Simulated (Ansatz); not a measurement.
Species: C4H2BrSe (charge -1, singlet). It need not be the lowest isomer of its formula. Whether it binds its extra electron was not tested at this geometry. 
Coordinates optimised at B3LYP-D3(BJ)/def2-TZVP (Ansatz, an electronic-structure program):
```xyz
8

Br     2.2897    -0.5798    -0.1990
C      0.3665    -0.2415    -0.0285
C     -0.5590    -1.3283     0.0817
C     -1.9039    -1.0450     0.1999
Se    -1.9772     0.8890     0.1631
C     -0.1028     1.0282    -0.0137
H     -0.1907    -2.3507     0.0707
H      0.4701     1.9376    -0.0873
```
Charge -1, spin multiplicity 1.

Total electronic energies in hartree. Correlated levels leave the core frozen unless marked. No spin-orbit coupling. The frozen core is the preceding noble-gas configuration, with the filled d and f shells of earlier blocks. No relativistic terms. CBS(X,Y): correlation extrapolated as X^-3; Hartree-Fock from the larger set. [CCSD(T)-MP2]/basis is that difference in the basis named.

The Hartree-Fock reference is unstable (checked in the largest basis), which strains HF and MP2. 

```
level                                                                 program  energy (Eh)
-------------------------------------------------------------  --------------  -----------
HF/STO-3G                                                              Ansatz  -5068.79535
HF/aug-cc-pVDZ                                                         Ansatz  -5124.79322
SVWN5/def2-TZVPD                                                       Ansatz   (withheld)
BLYP-D3(BJ)/def2-TZVPD                                         Ansatz + dftd3  -5129.39771
BLYP/def2-TZVPD                                                        Ansatz  -5129.37434
revPBE-D3(BJ)/def2-TZVPD                                       Ansatz + dftd3  -5128.94014
r2SCAN/def2-TZVPD                                                      Ansatz  -5129.25762
B97M-V/def2-TZVPD                                                      Ansatz  -5128.47971
B3LYP-D3(BJ)/def2-TZVPD                                        Ansatz + dftd3  -5129.44966
B3LYP/def2-TZVPD                                                       Ansatz  -5129.43038
PBE0-D4/def2-TZVP                                              Ansatz + dftd4  -5128.60844
r2SCANh/def2-TZVPD                                                     Ansatz  -5129.24325
HSE06-D3(BJ)/def2-TZVPD                                        Ansatz + dftd3  -5128.60951
MP2/STO-3G                                                             Ansatz  -5069.05313
RI-MP2/aug-cc-pVQZ                                                     Ansatz  -5126.02909
SCS-MP2/STO-3G                                                         Ansatz  -5069.05827
SCS-MP2/aug-cc-pVDZ                                                    Ansatz  -5125.56828
SCS-MP2/cc-pVQZ                                                        Ansatz  -5125.99610
CCSD/STO-3G                                                            Ansatz  -5069.09830
CCSD/cc-pVTZ                                                           Ansatz  -5125.94629
CCSD(T)/STO-3G                                                         Ansatz  -5069.10706
RI-MP2/CBS(aug-cc-pVTZ,aug-cc-pVQZ)+[CCSD(T)-MP2]/aug-cc-pVTZ          Ansatz   -5126.1548
CCSD(T)/CBS(aug-cc-pVTZ,aug-cc-pVQZ)                                   Ansatz   -5126.1438
```

**Question.** Complete the blanks.

**Answer.** 
- SVWN5/def2-TZVPD, energy (Eh): -5121.03466
